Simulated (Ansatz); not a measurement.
```xyz
4

Li    1.0937    0.0329    0.0149
Li   -1.0713    0.0622   -0.0253
F     0.0298    1.3614    0.0337
F    -0.0313   -1.3362   -0.0308
```

Basis set: cc-pVDZ (spherical functions). Left uncorrelated: 2 orbitals. Charge 0, multiplicity 1.

Computed with Ansatz (development build ahead of 0.2.0); each method stands on the lowest determinant of its kind that the runs found. Restricted open shells among the atoms or ions are ROHF, correlated in semicanonical orbitals with singles.

(1) Give the atomization energy at this shape (free ground-state atoms in the same class of orbitals less the molecule, no zero-point energy) of singlet Li₂F₂ by RHF-MP2, RHF.

Results:

(1)

```csv
method,atomization energy
RHF-MP2,14.10 eV
RHF,10.66 eV
```
